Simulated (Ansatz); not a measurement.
The inner images of a band of C$_{2}$H$_{7}$FN$_{2}$Te (13 atoms, charge 0, multiplicity 1) are given out of order.

Theory: RKS B3LYP/def2-SVP (Ansatz).

Image 0:

```xyz
13
Properties=species:S:1:pos:R:3
C -1.024 -1.811 1.190
Te 1.009 -1.089 0.881
C 0.363 0.734 -0.326
N 0.153 0.556 -1.716
N 1.373 1.690 -0.120
F -0.881 1.093 0.207
H -1.395 -2.328 0.296
H -1.004 -2.505 2.041
H -1.646 -0.939 1.424
H 0.993 0.201 -2.168
H -0.619 -0.081 -1.900
H 1.180 2.540 -0.655
H 1.516 1.904 0.863
```

Image 8:

```xyz
13
Properties=species:S:1:pos:R:3
C -0.993 -1.815 1.191
Te 0.981 -0.908 1.229
C 0.336 0.666 -0.214
N 0.049 0.087 -1.483
N 1.351 1.660 -0.225
F -0.883 1.182 0.236
H -1.281 -1.895 0.135
H -0.923 -2.811 1.648
H -1.698 -1.183 1.742
H 0.895 -0.262 -1.928
H -0.420 0.761 -2.092
H 1.143 2.388 -0.913
H 1.464 2.095 0.691
```

Q: Put them in order from the first end to the last, with their energies above the first end.
A.
```xyz
13
Properties=species:S:1:pos:R:3
C -0.996 -1.796 1.160
Te 0.978 -0.892 1.240
C 0.373 0.728 -0.249
N 0.165 0.370 -1.591
N 1.398 1.688 -0.169
F -0.874 1.179 0.204
H -1.240 -1.966 0.103
H -0.958 -2.756 1.691
H -1.731 -1.127 1.623
H 0.923 -0.090 -2.077
H -0.779 0.134 -1.865
H 1.219 2.449 -0.828
H 1.541 2.043 0.773
```
B.
```xyz
13
Properties=species:S:1:pos:R:3
C -0.993 -1.794 1.167
Te 0.974 -0.879 1.301
C 0.374 0.695 -0.229
N 0.147 0.197 -1.519
N 1.393 1.668 -0.189
F -0.873 1.169 0.201
H -1.212 -1.947 0.101
H -0.963 -2.759 1.689
H -1.736 -1.130 1.623
H 0.937 -0.020 -2.110
H -0.772 0.300 -1.923
H 1.200 2.429 -0.844
H 1.545 2.038 0.748
```
C.
```xyz
13
Properties=species:S:1:pos:R:3
C -1.022 -1.800 1.166
Te 1.009 -1.040 0.959
C 0.367 0.742 -0.303
N 0.145 0.513 -1.684
N 1.381 1.703 -0.140
F -0.872 1.125 0.225
H -1.376 -2.212 0.212
H -1.004 -2.593 1.926
H -1.660 -0.971 1.493
H 0.976 0.126 -2.127
H -0.641 -0.114 -1.837
H 1.190 2.530 -0.708
H 1.527 1.957 0.834
```
D.
```xyz
13
Properties=species:S:1:pos:R:3
C -1.011 -1.792 1.142
Te 0.985 -0.928 1.130
C 0.371 0.759 -0.270
N 0.154 0.441 -1.633
N 1.400 1.710 -0.164
F -0.867 1.200 0.213
H -1.313 -2.002 0.108
H -0.963 -2.733 1.705
H -1.714 -1.096 1.616
H 0.931 -0.073 -2.040
H -0.724 -0.052 -1.777
H 1.236 2.489 -0.804
H 1.534 2.041 0.789
```
E.
```xyz
13
Properties=species:S:1:pos:R:3
C -1.021 -1.789 1.151
Te 1.002 -0.992 1.032
C 0.370 0.751 -0.286
N 0.146 0.474 -1.659
N 1.389 1.710 -0.155
F -0.867 1.158 0.226
H -1.363 -2.085 0.150
H -0.989 -2.673 1.802
H -1.681 -1.024 1.575
H 0.964 0.042 -2.082
H -0.664 -0.127 -1.791
H 1.206 2.515 -0.758
H 1.529 2.005 0.808
```
F.
```xyz
13
Properties=species:S:1:pos:R:3
C -0.989 -1.794 1.170
Te 0.978 -0.880 1.307
C 0.364 0.662 -0.215
N 0.107 0.082 -1.483
N 1.378 1.648 -0.213
F -0.875 1.162 0.208
H -1.200 -1.941 0.103
H -0.956 -2.760 1.691
H -1.734 -1.131 1.626
H 0.934 -0.029 -2.061
H -0.683 0.503 -1.966
H 1.166 2.403 -0.869
H 1.529 2.040 0.716
```
G.
```xyz
13
Properties=species:S:1:pos:R:3
C -0.987 -1.806 1.176
Te 0.982 -0.895 1.272
C 0.348 0.658 -0.208
N 0.065 0.071 -1.473
N 1.362 1.649 -0.225
F -0.877 1.169 0.232
H -1.217 -1.942 0.111
H -0.947 -2.775 1.690
H -1.719 -1.142 1.651
H 0.917 -0.144 -1.986
H -0.554 0.668 -2.024
H 1.143 2.390 -0.895
H 1.504 2.065 0.695
```

A: C (+0.001 eV), E (+0.005 eV), D (+0.018 eV), A (+0.105 eV), B (+0.199 eV), F (+0.160 eV), G (+0.134 eV).

Time of the run: 8 min on 2 threads of Arm Neoverse V1, with other jobs on the host, peak memory 0.43 GiB.
